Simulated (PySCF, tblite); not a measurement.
Isomers of C5H10FOSi (doublet state). Computed with GFN2-xTB (tblite): harmonic, unscaled wavenumbers at the GFN2-xTB geometry, gas phase. The method is semi-empirical: single wavenumbers can be off by several per cent or more. Modes of hydrogen on silicon can be 10 to 20 % off. One conformer each. Open shells enter through the occupations alone, without spin polarisation, and single modes of such species can be off by tens of per cent.

Electronic energies: B3LYP/pcH-1 single points on the GFN2-xTB geometries (PySCF, gas phase).

```json
{"SMILES": "CC[Si@@]1(F)C[CH]OC1", "electronic energy, lowest = 0 (kJ/mol)": "33.3"}
{"SMILES": "CO/C([SiH2])=C\\CCF", "electronic energy, lowest = 0 (kJ/mol)": "307.5"}
{"SMILES": "CC[Si@@]1(F)[CH]OCC1", "electronic energy, lowest = 0 (kJ/mol)": "0.0"}
```

Problem. How do GFN2-xTB zero-point energies change the relative energies?

Solution. 
```
              SMILES  ZPE (kJ/mol)  of it from modes above 1550 cm⁻¹  electronic (kJ/mol)  with ZPE, lowest = 0 (kJ/mol)  lowest mode (cm⁻¹)  rings
CC[Si@@]1(F)[CH]OCC1         373.5                             180.1                  0.0                            0.0                  41      1
CC[Si@@]1(F)C[CH]OC1         367.9                             178.6                 33.3                           27.7                  49      1
  CO/C([SiH2])=C\CCF         356.1                             180.0                307.5                          290.1                  13      0
```

The zero-point energies span 17.4 kJ/mol, from `CO/C([SiH2])=C\CCF` to `CC[Si@@]1(F)[CH]OCC1`. The order is unchanged.

Problem. And how do the electronic energies of GFN2-xTB itself compare?

Solution. `CC[Si@@]1(F)[CH]OCC1` 0.0; `CC[Si@@]1(F)C[CH]OC1` 30.8; `CO/C([SiH2])=C\CCF` 183.5 kJ/mol, lowest = 0. Against the energies above, taken from the same isomer `CC[Si@@]1(F)[CH]OCC1`, the largest difference is 124.0 kJ/mol.
